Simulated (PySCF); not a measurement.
# C₅H₆OS: calculation and literature

Atoms are numbered as in `[SH:1][CH2:2][c:3]1[cH:4][cH:5][cH:6][o:7]1`; H(Xn) means a hydrogen on atom n.

Published estimates (parent shift plus substituent increments) and measurements: δ $^{1}$H H(C6) 7.33; H(C5) 6.29; H(C4) 6.16 ppm (estimated from measurements, as parent shift plus tabulated substituent increment; solution, not stated per compound (mostly CDCl3 or CCl4); Pretsch, Buehlmann, Badertscher, Structure Determination of Organic Compounds, 4th ed. (2009)).

PySCF 2.14 calculation with shielding tensors at PBE0/pcSseg-1 (GIAO) and geometry: GFN2-xTB; one conformer, non-relativistic Hamiltonian, no solvent model, averaged over atoms made equivalent by symmetry, fast rotation or ring inversion.

Q: How close does the calculation come?

A: 
Reference values: estimated from measurements, as parent shift plus tabulated substituent increment (solution, not stated per compound (mostly CDCl3 or CCl4); Pretsch, Buehlmann, Badertscher, Structure Determination of Organic Compounds, 4th ed. (2009)).
| atoms | quantity | reference | computed | computed, scaled |
| --- | --- | --- | --- | --- |
| H(C6) | δ $^{1}$H | 7.33 | 7.36 | 7.04 |
| H(C5) | δ $^{1}$H | 6.29 | 6.65 | 6.36 |
| H(C4) | δ $^{1}$H | 6.16 | 6.54 | 6.26 |

Computed shifts are σ(ref) − σ with the named reference compound (TMS for H and C) calculated as an isolated molecule at the same level. The measured values may be among those fitted. Empirical linear scaling, fitted to shifts measured mostly in CDCl3 for H and C (δ vs TMS): $^{1}$H: δ = 30.01 − 0.943σ (rms 0.17 ppm, 504 shifts, 0.18 ppm with the 4 outliers that the fit left out). A few per cent of atoms miss by over 2 rms, more outside the fitted compound classes. H not on carbon is unscaled (vs computed TMS).

Q: How far are the unscaled $^{1}$H shifts from the references?

A: Mean signed difference +0.26 ppm, mean absolute 0.26 ppm over 3 comparisons; the largest is +0.38 ppm at H(C4) (hydrogen on an aromatic CH).
